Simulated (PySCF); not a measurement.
Where the electron goes

Compound: C₃H₁₂P₂Si.
Structure used (GFN2-xTB), in Å, numbered top down from 1:
```
atom  x, y, z in Å
C1    -1.214   -1.310    0.932
C2    -0.695    0.103    0.693
C3    -1.490    0.772   -0.424
Si4    1.179    0.052    0.256
P5     1.329   -1.295   -1.547
P6     2.075    2.063   -0.238
H7    -2.278   -1.297    1.162
H8    -0.689   -1.783    1.759
H9    -1.068   -1.917    0.038
H10   -0.830    0.683    1.611
H11   -1.354    0.229   -1.360
H12   -2.554    0.781   -0.188
H13   -1.167    1.801   -0.573
H14    1.931   -0.425    1.434
H15    2.663   -1.017   -1.787
H16    1.633   -2.430   -0.819
H17    1.385    2.209   -1.428
H18    1.136    2.788    0.468
```

Method: TDDFT PBE0/def2-SVPD, vertical, gas phase, core orbitals frozen in the response in PySCF 2.14.0, density-fitted response routines.

Frontier orbitals with the atoms that hold most of them (Löwdin shares over 4%, at most four atoms; ? is withheld):

```tsv
orbital	ε (eV)	atoms
HOMO-3	-9.03	P6 39%, Si4 19%, H17 9%, H14 8%
HOMO-2	-8.25	C2 21%, Si4 21%, P5 14%, P6 9%
HOMO-1	-7.52	P5 59%, Si4 14%, H16 6%, H15 6%
HOMO	-7.28	?
LUMO	?	?
LUMO+1	0.23	P6 17%, Si4 16%, P5 15%, H16 10%
LUMO+2	0.25	P5 29%, P6 18%, Si4 15%, H16 8%
```

Which atoms hold the LUMO, and with what shares?

P5 (bonded to Si and 2 H) 25%; Si4 (bonded to C, 2 P and H) 23%; P6 (bonded to Si and 2 H) 23%; H14 (bonded to Si) 7%. By element: phosphorus 48%, silicon 23%, hydrogen 7% or more.

Which atoms hold the HOMO, and with what shares?

P6 (bonded to Si and 2 H) 52%; Si4 (bonded to C, 2 P and H) 13%; C2 (bonded to 2 C, Si and H) 9%; H17 (bonded to P) 6%.

What is the LUMO energy, and the HOMO–LUMO gap?

ε(LUMO) = 0.02 eV; the gap is 7.30 eV (0.2682 hartree).

The HOMO–LUMO gap is 7.30 eV. Where does the response calculation put the lowest singlet, and from which orbitals?

S1 is at 6.00 eV (f = 0.0047), 1.30 eV below the gap, made of HOMO→LUMO (90%). 

Next come S2 at 6.33 eV (f 0.013), HOMO-1→LUMO+2 (59%), HOMO→LUMO+2 (12%), HOMO-1→LUMO (11%); S3 at 6.41 eV (f 0.022), HOMO→LUMO+1 (61%), HOMO→LUMO+2 (14%), HOMO-1→LUMO+2 (11%); S4 at 6.54 eV (f 0.044), HOMO→LUMO+2 (52%), HOMO→LUMO+1 (21%), HOMO-1→LUMO+1 (12%); S5 at 6.63 eV (f 0.169), HOMO-1→LUMO+1 (36%), HOMO-1→LUMO+2 (20%), HOMO→LUMO+2 (15%).

Löwdin shares depend on the basis, the more so with diffuse functions.

One conformer stands for the species.
